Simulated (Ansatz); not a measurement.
Consider the formal exchange of groups at the Si–O bond: `BOCO[SiH3]` + `C[NH][GeH3]` → `C[NH][GeH2][SiH3]` + `BOCO`.

Computed with Ansatz on PBE0-D4/def2-TZVP structures; ΔE is electronic, products minus reactants. CCSD(T)/CBS is the MP2 limit (def2-TZVPP, def2-QZVPP) plus CCSD(T) − MP2 in def2-TZVPP, frozen cores. DFT in def2-TZVPP. For Ge outer-core shells are correlated without core-valence functions, which leaves a few kJ/mol of doubt a bond. Scalar relativity is left out up to krypton. One conformer a species, not always the lowest.

CCSD(T)/CBS gives +67.9 kJ/mol.

(1) Another level gave +68.1 kJ/mol. Which?
A. SCS-MP2/def2-TZVPP
B. MP2/def2-TZVPP
C. r2SCAN-D4/def2-TZVPP
D. CCSD(T)/def2-TZVPP

Largest T1 diagnostic among the species: 0.013.

Results:

(1) D. CCSD(T)/def2-TZVPP 68.1, r2SCAN-D4 62.5, SCS-MP2/def2-TZVPP 78.4, MP2/def2-TZVPP 73.8 kJ/mol.

In def2-TZVPP, CCSD(T) changes the Hartree–Fock value by −23.7 kJ/mol (the triples alone add −2.9 kJ/mol) and MP2 by −17.9 kJ/mol. From PBE to PBE0 (25 % exact exchange), in def2-TZVPP and without D4, ΔE moves by +7.1 kJ/mol.
